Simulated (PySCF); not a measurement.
SMILES [SiH3]O[SiH](O[SiH3])F, PBE0/def2-SVP optimised geometry.

```
13

Si    -0.30    -1.79     2.28
F     -0.87    -3.09     1.49
O      0.89    -1.13     1.37
Si     1.40    -0.35     0.00
O     -1.54    -0.76     2.48
Si    -2.99    -0.13     1.97
H      0.24    -2.22     3.58
H      0.90     1.05     0.00
H      0.90    -1.05    -1.21
H      2.89    -0.35     0.00
H     -3.31     1.06     2.81
H     -4.07    -1.15     2.11
H     -2.89     0.29     0.54
```

Density from PBE0/def2-TZVP run with PySCF 2.14.0 at that geometry.

Minimum of the electron density along straight lines between bonded atoms, close to the bond critical point (lines longer than 1.1 times the sum of covalent radii, or with two minima, are not listed):

```csv
bond,length / Å,ρ at the minimum / e bohr⁻³,∇²ρ there / e bohr⁻⁵,position (fraction from the first atom)
Si1–F2,1.617,0.134,0.91,0.42
Si1–O3,1.631,0.139,0.88,0.41
O3–Si4,1.663,0.127,0.77,0.59
Si1–O5,1.633,0.138,0.87,0.41
O5–Si6,1.663,0.127,0.77,0.59
Si1–H7,1.470,0.131,0.13,0.49
Si4–H8,1.493,0.122,0.14,0.49
Si4–H9,1.492,0.122,0.14,0.49
Si4–H10,1.489,0.123,0.14,0.49
Si6–H11,1.489,0.123,0.14,0.49
Si6–H12,1.491,0.122,0.14,0.49
Si6–H13,1.493,0.122,0.14,0.49
```
